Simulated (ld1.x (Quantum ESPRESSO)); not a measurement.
# Mo (Z = 42), TM: configuration errors across variants

```json
{"Element": "Mo", "Generator": "ld1.x (Quantum ESPRESSO) 7.5", "Type": "norm-conserving Troullier–Martins (Kleinman–Bylander form)", "Functional": "PBE", "Relativity": "scalar-relativistic", "Frozen core": "[Kr]", "Valence charge": "6", "Reference configuration": "4d4 5s0 5p0 (charge +2)", "Partial waves": "5s (bound, empty): rc 2.50 bohr; 5p (bound, empty): rc 2.55 bohr; 4d (bound): rc 1.90 bohr", "Local potential": "all-electron potential smoothed inside 1.60 bohr (lloc = -2)", "Core correction": "Bessel-smoothed model core inside 2.00 bohr"}
```

All-electron excitation energies from the reference (eV): (1) 4d5 5s1 5p0 -22.352; (2) 4d5 5s0 5p0 -15.462; (3) 4d3 5s0 5p0 26.744; (4) 4d5.5 5s0.5 5p0 -22.072; (5) 4d4 5s1 5p1 -18.612; (6) 4d2 5s0 5p0 66.248; (7) 4d5 5s0.5 5p0 -19.625.

Tests that are not counted but printed errors over 1 eV. “wave 5p (bound): rc 2.55 bohr becomes 5p (bound): rc 3.76 bohr”: 4d4 5s1 5p1 (solver errors, printed error +1.6 eV).

4 further variants failed, have other tests or another functional or relativity, and are left out.

A true bound ghost makes a file unfit for plane-wave use even where its test errors are small: the radial tests pick states by their node count and pass the ghost by. Where a test does run into it, the solver fails or the error is huge.

Errors AE − PS in meV (a dash: test not solved or not reliable):

```tsv
change	(1)	(2)	(3)	(4)	(5)	(6)	(7)	bound ghosts
base	-51	-75	-168	-98	+14	-855	-61	s, p
local potential all-electron potential smoothed inside 1.04 bohr (lloc = -2)	-28	-73	-165	-81	-7.7	-844	-49	s, p
core correction Bessel-smoothed model core inside 1.78 bohr	-51	-76	-171	-99	+14	-874	-61	s, p
wave 5p (bound): rc 2.55 bohr becomes 5p (bound): rc 3.76 bohr	-51	-75	-168	-98	–	-855	-61	s, p
wave 5s (bound): rc 2.50 bohr becomes 5s (bound): rc 2.42 bohr	-53	-75	-168	-99	+15	-855	-62	s, p
all radii but the core radius scaled by about 1.39 (s 3.48, p 3.54, d 2.64 bohr); local potential all-electron potential smoothed inside 2.22 bohr (lloc = -2)	-37	-80	-150	-97	+1.6	-700	-60	s
wave 4d (bound): rc 1.90 bohr becomes 4d (bound): rc 1.96 bohr	-51	-75	-167	-98	+14	-851	-61	s, p
wave 5s (bound): rc 2.50 bohr becomes 5s (bound): rc 3.54 bohr	-87	-75	-168	-121	+8.0	-855	-82	s, p
```

(1) Give the same row for: local potential the s channel.

Results:

(1) -98, -139, -242, -200, -11, -1091, -119; bound ghosts: none.
